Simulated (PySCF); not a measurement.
**Peak assignment**

Geometry:
```csv
atom,x (Å),y (Å),z (Å)
Si1,-2.214,0.452,-1.459
N2,-1.293,-0.232,-0.103
Si3,-2.110,-1.188,1.154
B4,0.113,0.013,-0.001
C5,0.854,0.943,-1.040
C6,2.180,1.187,-0.931
B7,3.014,0.522,0.210
C8,2.297,-0.391,1.254
C9,0.969,-0.629,1.159
H10,-3.605,-0.076,-1.379
H11,-1.615,0.045,-2.763
H12,-2.256,1.942,-1.386
H13,-3.570,-1.185,0.854
H14,-1.892,-0.588,2.502
H15,-1.619,-2.597,1.160
H16,0.306,1.426,-1.863
H17,2.661,1.851,-1.660
H18,4.210,0.705,0.278
H19,2.865,-0.859,2.069
H20,0.508,-1.292,1.907
```

PySCF 2.14 calculation with shielding tensors at PBE0/pcSseg-1 (GIAO) and PBE0-D3(BJ)/def2-SVP geometry; relativity neglected, no solvent model, averaged over atoms made equivalent by symmetry, fast rotation or ring inversion, a single conformation.

Chemical shifts δ = σref − σ; $^{13}$C and $^{1}$H against TMS, all at this level.

Q: Assign these signals to the numbered atoms. $^{13}$C{$^{1}$H} NMR (computed): δ 162.7 (CH), 161.1 (CH).

A: 
| δ (ppm) | atoms | environment | reason |
| --- | --- | --- | --- |
| 162.7 | C5/C9 | alkene CH | an sp2 carbon of a C=C bond |
| 161.1 | C6/C8 | alkene CH | – |

C5/C9 and C6/C8 lie closer than the usual error of such a calculation, so a measured spectrum could show them in the other order.

Q: Assign these signals to the numbered atoms. $^{1}$H NMR (400 MHz, computed): δ 7.58 (m, 2H), 7.45 (m, 2H), 6.25 (br, 1H), 4.96 (s, 6H).

A: 
```tsv
δ (ppm)	atoms	environment	reason
7.58	H17/H19	hydrogen on an alkene CH	attached to an sp2 carbon and in the plane of the double bond
7.45	H16/H20	hydrogen on an alkene CH	–
6.25	H18	hydrogen on a boron bonded to 2 C, in a 6-membered ring	–
4.96	H10/H11/H12/H13/H14/H15	hydrogen on a silicon bonded to N	–
```

Hydrogens on boron are broadened and split by $^{11}$B (spin 3/2, 80 %) and 10B (spin 3). A carbon bonded to boron is broadened by the quadrupolar boron nucleus and is often missing from a measured spectrum. Shifts are as computed. Against solution values, carbons near 30 ppm lie about +2 ppm off and those near 130 ppm about +5 ppm. Of 1309 compounds with measured shifts, 239 miss one by over three times the rms of a fit or turn the order of signals round; such compounds aren't used in these exercises. Multiplicities follow the n + 1 count of equivalent neighbours, as no J values were calculated; m marks all less simple cases, F and P coupling included.
